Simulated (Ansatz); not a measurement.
A nudged elastic band was laid between two geometries of C₂H₈AlN (12 atoms, charge 0, multiplicity 1).

Theory: UKS B3LYP-D4/6-31G* (Ansatz 0.2.0).

```json
{"movable images": "9", "climbing image": "yes", "spring": "5.0 eV/Å²", "optimiser": "quadratic models (default)", "start path": "through a guess of the saddle point", "force threshold": "0.05 eV/Å", "iteration limit": "20", "end points": "relaxed"}
```

Initial state:

```xyz
12
Properties=species:S:1:pos:R:3
Al -0.011 -0.166 0.062
C 0.474 1.260 1.327
N -0.096 -1.844 0.670
H 0.103 -2.129 1.622
C -0.405 0.154 -1.838
H -0.351 1.972 1.458
H 1.331 1.843 0.966
H 0.734 0.877 2.321
H -0.342 -2.653 0.112
H -1.091 1.000 -1.973
H -0.855 -0.717 -2.331
H 0.509 0.404 -2.395
```

Final state:

```xyz
12
Properties=species:S:1:pos:R:3
Al -0.326 -1.397 -0.901
C 0.458 1.057 1.667
N -0.166 -2.413 0.396
H 0.357 -0.031 1.711
C -0.393 0.228 -1.979
H -0.514 1.512 1.452
H 1.173 1.335 0.886
H 0.820 1.430 2.629
H -0.193 -3.376 0.693
H -0.595 1.085 -1.329
H -1.181 0.173 -2.736
H 0.562 0.397 -2.487
```

Question: What changes between the two ends?

Answer: Bonds broken: Al1–C2, N3–H4. Bonds formed: C2–H4. C2H8AlN becomes CH4 + CH4AlN.

Question: What energy profile does the band end with?

Answer: The run converged. The highest image is number 6 of 0 to 10, 73.7 kcal/mol above the first end and 18.4 kcal/mol above the last; the last end lies 55.2 kcal/mol above the first. Neighbouring images differ by up to 1.2 eV, so the band resolves the path poorly. A vibrational analysis at the climbing image gives one clearly imaginary mode, 1415i cm⁻¹: a first-order saddle point. The orbitals were unrestricted but ended closed-shell.

```csv
image,path coordinate (Å),energy (kcal/mol),Al1–C2 (Å),N3–H4 (Å),C2–H4 (Å)
0,0.00,0.0,1.97,1.01,3.42
1,0.45,0.7,1.96,1.01,3.21
2,0.90,2.9,1.96,1.02,2.94
3,1.35,7.7,1.96,1.02,2.62
4,1.80,18.7,1.98,1.02,2.22
5,2.26,46.7,2.07,1.11,1.77
6,2.71,73.7,2.21,1.48,1.33
7,3.25,62.9,2.62,1.90,1.12
8,3.80,57.3,3.03,2.24,1.10
9,4.34,55.4,3.44,2.57,1.09
10,4.89,55.2,3.64,2.77,1.09
```

Question: What is the geometry of the highest image?

Answer: 
```xyz
12
Properties=species:S:1:pos:R:3
Al -0.162 -0.620 -0.280
C 0.412 0.741 1.366
N -0.040 -1.882 0.855
H 0.273 -0.575 1.466
C -0.424 0.328 -1.971
H -0.469 1.392 1.302
H 1.242 1.193 0.805
H 0.727 0.770 2.417
H -0.130 -2.882 0.988
H -0.984 1.260 -1.837
H -0.981 -0.303 -2.675
H 0.537 0.578 -2.436
```

The band took 15 iterations and about 26 core-minutes.

Run time: 13 min on 2 threads of AMD EPYC 7571, on a shared host, peak memory 0.24 GiB.
